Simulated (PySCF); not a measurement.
²⁹Si chemical shifts

Theoretical values (PySCF): shieldings: GIAO PBE0/pcSseg-1, coordinates at the GFN2-xTB level. A single conformation, rapidly exchanging positions averaged, gas phase, non-relativistic Hamiltonian.

Shieldings were converted by a linear fit to measured shifts: ²⁹Si (scatter 8.9 ppm rms, 25.8 ppm with the 6 outliers that the fit left out vs TMS, solution or neat liquid). A few per cent of atoms miss by over 2 rms, more outside the fitted compound classes.

(1) Give the ²⁹Si shifts of `N#C[Si@H]([SiH3])OCC[SiH3]`, `[SiH3]Nc1cc2sccc2o1`.

(2) Order these by ²⁹Si shift, lowest first.
A. Cc1cc(F)pc(C)c1[SiH3]
B. O=C([SiH3])/C=C\Cl
C. [SiH3]O[C@@]12C=C[C@H]3[C@@H]1[C@H]32

## Answers

(1) 
```json
{"compound": "[N:1]#[C:2][Si@H:3]([SiH3:4])[O:5][CH2:6][CH2:7][SiH3:8]", "environment": "Si3: silicon bonded to C, O, Si, H", "δ (ppm)": "-43.3"}
{"compound": "[N:1]#[C:2][Si@H:3]([SiH3:4])[O:5][CH2:6][CH2:7][SiH3:8]", "environment": "Si8: silicon bonded to C, 3 H", "δ (ppm)": "-70.8"}
{"compound": "[N:1]#[C:2][Si@H:3]([SiH3:4])[O:5][CH2:6][CH2:7][SiH3:8]", "environment": "Si4: silicon bonded to Si, 3 H", "δ (ppm)": "-101.9"}
{"compound": "[SiH3]Nc1cc2sccc2o1", "environment": "silicon bonded to N, 3 H", "δ (ppm)": "-59.7"}
```

(2) A (-81.2 ppm, silicon bonded to C, 3 H), B (-66.1 ppm, silicon bonded to C, 3 H), C (-38.3 ppm, silicon bonded to O, 3 H).
